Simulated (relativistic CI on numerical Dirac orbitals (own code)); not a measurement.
## Electric-dipole transitions in I⁴³⁺

Method of calculation: Dirac-Coulomb-Breit CI, orbitals from a KLI potential per configuration, QED by a radiative potential, unscaled Slater integrals (own radial code, finite nucleus).

Configuration list (outside the closed core 1s2): 2s2 2p6, 2s2 2p5 3s, 2s2 2p5 3p, 2s2 2p5 3d, 2s 2p6 3s, 2s 2p6 3p, 2s 2p6 3d, 2s2 2p5 4s, 2s2 2p5 4p, 2s2 2p5 4d, 2s2 2p5 4f, 2s 2p6 4s, 2s 2p6 4p, 2s2 2p4 3s2, 2s 2p6 4d, 2s 2p6 4f, 2s2 2p5 5s, 2s2 2p4 3s 3p, 2s2 2p5 5p, 2s2 2p5 5d, 2s2 2p5 5f, 2s2 2p5 5g, 2s2 2p4 3p2, 2s2 2p4 3s 3d, 2s2 2p4 3p 3d, 2s 2p5 3s2, 2s2 2p4 3d2, 2s 2p5 3s 3p, 2s 2p5 3p2, 2s 2p5 3s 3d, 2s 2p6 5s, 2s 2p6 5p, 2s 2p6 5d, 2s 2p6 5f, 2s 2p6 5g, 2s 2p5 3p 3d. Levels of other configurations are missing.

```tsv
λ vac (nm)	Lower	Upper	A (s⁻¹)	log gf	S velocity/length
0.21868	2s2 2p6 1S_0 [1]	2s2 2p5 4d 1P°_1 [53]	2.42e+14	-0.28	0.97
0.26683	2s2 2p6 1S_0 [1]	2s2 2p5 3d 3D°_1 [25]	4.53e+14	0.16	1.00
0.28368	2s2 2p6 1S_0 [1]	2s2 2p5 3d 1P°_1 [19]	5.29e+14	0.28	1.00
0.63815	2s2 2p5 3d 3F°_4 [14]	2s2 2p5 5f 3G_5 [107]	1.89e+13	0.10	0.99
0.78923	2s2 2p5 3s 3P°_2 [2]	2s2 2p5 4p 3D_3 [42]	1.03e+13	-0.17	1.02
0.81496	2s2 2p5 3p 3D_2 [5]	2s2 2p5 4d 3F°_3 [48]	2.17e+13	0.18	1.00
0.85424	2s2 2p5 3p 1P_1 [6]	2s2 2p5 4d 1D°_2 [51]	1.78e+13	-0.01	1.00
0.85514	2s2 2p5 3p 3D_3 [7]	2s2 2p5 4d 3F°_4 [50]	2.66e+13	0.42	1.00
0.85553	2s2 2p5 3p 3D_2 [23]	2s2 2p5 4d 3F°_3 [71]	2.65e+13	0.31	1.00
0.85764	2s2 2p5 3p 3P_2 [8]	2s2 2p5 4d 3D°_3 [52]	2.13e+13	0.22	1.00
0.90848	2s2 2p5 3d 3P°_1 [11]	2s2 2p5 4f 3D_2 [56]	3.07e+13	0.28	0.98
0.90944	2s 2p6 3d 3D_1 [34]	2s 2p6 4f 3F°_2 [119]	3.75e+13	0.37	0.99
0.91004	2s2 2p5 3d 3F°_2 [24]	2s2 2p5 4f 3G_3 [72]	5.11e+13	0.65	0.99
0.91157	2s2 2p5 3d 3F°_3 [12]	2s2 2p5 4f 3G_4 [55]	5.06e+13	0.75	0.99
0.91231	2s 2p6 3d 3D_2 [35]	2s 2p6 4f 3F°_3 [118]	4.06e+13	0.55	0.99
0.91305	2s2 2p5 3d 3D°_2 [13]	2s2 2p5 4f 3F_3 [57]	3.89e+13	0.53	0.99
0.91366	2s2 2p5 3d 3D°_2 [13]	2s2 2p5 4f 3D_2 [56]	1.95e+13	0.09	0.98
0.91938	2s2 2p5 3d 3F°_4 [14]	2s2 2p5 4f 3G_5 [58]	5.40e+13	0.88	0.99
0.92042	2s2 2p5 3d 3P°_2 [26]	2s2 2p5 4f 3D_3 [75]	5.17e+13	0.66	0.98
0.92049	2s 2p6 3d 3D_3 [36]	2s 2p6 4f 3F°_4 [120]	4.98e+13	0.75	0.99
0.92122	2s2 2p5 3d 1D°_2 [15]	2s2 2p5 4f 1F_3 [60]	4.47e+13	0.60	0.98
0.92140	2s2 2p5 3d 3D°_1 [25]	2s2 2p5 4f 3F_2 [73]	4.50e+13	0.46	0.98
0.92228	2s2 2p5 3d 3F°_3 [28]	2s2 2p5 4f 3G_4 [74]	5.39e+13	0.79	0.99
0.92539	2s2 2p5 3d 3D°_3 [18]	2s2 2p5 4f 3F_4 [61]	4.73e+13	0.74	0.99
0.92740	2s 2p6 3d 1D_2 [37]	2s 2p6 4f 1F°_3 [121]	4.20e+13	0.58	1.00
0.94190	2s2 2p5 3d 1P°_1 [19]	2s2 2p5 4f 1D_2 [59]	4.12e+13	0.44	0.98
1.9774	2s2 2p5 4d 3F°_3 [48]	2s2 2p5 5f 3G_4 [102]	8.97e+12	0.68	1.01
1.9935	2s2 2p5 4d 3F°_4 [50]	2s2 2p5 5f 3G_5 [107]	9.62e+12	0.80	1.01
1.9950	2s2 2p5 4d 1D°_2 [51]	2s2 2p5 5f 1F_3 [110]	7.88e+12	0.52	1.00
1.9978	2s2 2p5 4d 3F°_3 [71]	2s2 2p5 5f 3G_4 [135]	9.64e+12	0.72	1.01
2.0026	2s2 2p5 4d 3D°_3 [52]	2s2 2p5 5f 3F_4 [111]	8.52e+12	0.66	1.01
2.0682	2s2 2p5 4f 3G_4 [55]	2s2 2p5 5g 3H°_5 [113]	1.56e+13	1.04	1.00
2.0692	2s2 2p5 4f 3G_3 [72]	2s2 2p5 5g 3H°_4 [136]	1.55e+13	0.95	1.00
2.0711	2s2 2p5 4f 3F_2 [73]	2s2 2p5 5g 3G°_3 [137]	1.48e+13	0.83	1.00
2.0737	2s2 2p5 4f 3F_3 [57]	2s2 2p5 5g 3G°_4 [114]	8.16e+12	0.68	1.00
2.0750	2s 2p6 4f 3F°_3 [118]	2s 2p6 5g 3G_4 [154]	1.47e+13	0.93	1.00
2.0759	2s2 2p5 4f 3G_5 [58]	2s2 2p5 5g 3H°_6 [116]	1.60e+13	1.13	1.00
2.0782	2s2 2p5 4f 3D_3 [75]	2s2 2p5 5g 3F°_4 [139]	1.56e+13	0.96	1.00
2.0782	2s2 2p5 4f 3G_4 [74]	2s2 2p5 5g 3H°_5 [138]	1.60e+13	1.06	1.00
2.0816	2s2 2p5 4f 3F_4 [61]	2s2 2p5 5g 3G°_5 [117]	1.48e+13	1.03	1.00
2.0817	2s 2p6 4f 3F°_4 [120]	2s 2p6 5g 3G_5 [156]	1.55e+13	1.05	1.00
2.0822	2s2 2p5 4f 1F_3 [60]	2s2 2p5 5g 1G°_4 [115]	8.75e+12	0.71	1.00
2.0846	2s2 2p5 4f 1D_2 [59]	2s2 2p5 5g 1F°_3 [112]	9.37e+12	0.63	1.00
2.0870	2s 2p6 4f 1F°_3 [121]	2s 2p6 5g 1G_4 [157]	1.56e+13	0.96	1.00
7.2530	2s2 2p5 3s 3P°_2 [2]	2s2 2p5 3p 3D_3 [7]	1.23e+11	-0.17	1.04
```

Terms are leading LS components. Brackets give the number of a level in order of energy, since labels repeat. The list gives strong lines, with weight on those to low levels, among the lowest 157 of 838 levels, so that lines to higher ones, which can be the strongest, are missing. Levels whose partners in the same complex of configurations lie outside the list can be far off, and so can their lines. Rates are taken at the computed energies, electric ones in the length gauge. A velocity-to-length ratio far from 1 marks an uncertain rate.

At this charge energies of transitions that change n are usually good to better than 1 %, and those within a shell (Δn = 0) to a few per cent.

Problem. From the table, what is the radiative lifetime of 2s2 2p5 5f 3G_5?

Solution. The listed rates from this level add up to about 2.85e+13 s⁻¹, 100 % of its decay; with all channels τ = 3.51e-14 s.

LS names give the leading component of a level, which can be under half, so a name can repeat, a term be missing and a line seem to break the LS rules.
